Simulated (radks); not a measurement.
The numbers below are computed, except where a source is named.
Dy4+, configuration [Xe] 4f8 (the NIST ground configuration). Code: a radial shooting solver on a logarithmic mesh with Libxc functionals. Model: Dirac Kohn-Sham, PBE, spin-unpolarised, spherical densities, finite nucleus; open shells are shared between the two j in proportion to 2j + 1; Fermi nuclear charge, rms radius 5.2218 fm.

Spin-orbit splittings of the eigenvalues, e(l+1/2) - e(l-1/2), with zeta = 2 splitting/(2l+1) and mean radii in bohr:

2p: occ. 6; splitting (eV) 800.1; zeta (eV) 533.4; <r> j=l-1/2 0.07438; <r> j=l+1/2 0.08144
3p: occ. 6; splitting (eV) 166.1; zeta (eV) 110.7; <r> j=l-1/2 0.2238; <r> j=l+1/2 0.2372
3d: occ. 10; splitting (eV) 36.26; zeta (eV) 14.50; <r> j=l-1/2 0.2097; <r> j=l+1/2 0.2138
4p: occ. 6; splitting (eV) 37.43; zeta (eV) 24.95; <r> j=l-1/2 0.5386; <r> j=l+1/2 0.5686
4d: occ. 10; splitting (eV) 6.835; zeta (eV) 2.734; <r> j=l-1/2 0.5986; <r> j=l+1/2 0.6091
4f: occ. 8; splitting (eV) 1.014; zeta (eV) 0.2898; <r> j=l-1/2 0.7572; <r> j=l+1/2 0.7662
5p: occ. 6; splitting (eV) 5.667; zeta (eV) 3.778; <r> j=l-1/2 1.370; <r> j=l+1/2 1.450
5d: occ. 0; splitting (eV) 0.6362; zeta (eV) 0.2545; <r> j=l-1/2 1.893; <r> j=l+1/2 1.923
6p: occ. 0; splitting (eV) 1.208; zeta (eV) 0.8052; <r> j=l-1/2 3.114; <r> j=l+1/2 3.242
